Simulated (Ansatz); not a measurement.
Correlation energies of C₃H₆STe (`C[Te]C(C)=S`) by basis set

```xyz
11

C    -0.755    0.417    2.212
Te    0.567    1.102    0.704
C     0.039   -0.315   -0.754
C     0.875   -0.169   -1.988
S    -1.095   -1.453   -0.583
H    -1.423    1.224    2.504
H    -1.313   -0.399    1.741
H    -0.186    0.053    3.064
H     1.297    0.834   -2.095
H     0.288   -0.417   -2.873
H     1.707   -0.878   -1.932
```

The species carries charge 0 and has multiplicity 1. Correlated methods include outer-core shells of Te, which these sets cover unevenly. Te: def2 effective core potential. The structure was optimised at the PBE0-D4/def2-TZVP level. It is one conformer, not always the lowest. Frozen core, restricted reference, Ansatz.

```csv
basis,HF (Eh),MP2 corr.,CCSD corr.,(T),CCSD(T) total
def2-SVP,?,?,-0.72785,-0.02860,?
def2-TZVPP,?,-1.15995,-1.17014,-0.04951,?
def2-QZVPP,-781.67172,?,–,–,–
```

Task: Fill in the withheld values. (Estimate.)

Result: The calculation gave: def2-SVP HF (Eh): -781.36858; def2-SVP MP2 corr.: -0.67763; def2-SVP CCSD(T) total: -782.12503; def2-TZVPP HF (Eh): -781.65302; def2-TZVPP CCSD(T) total: -782.87267; def2-QZVPP MP2 corr.: -1.36752.
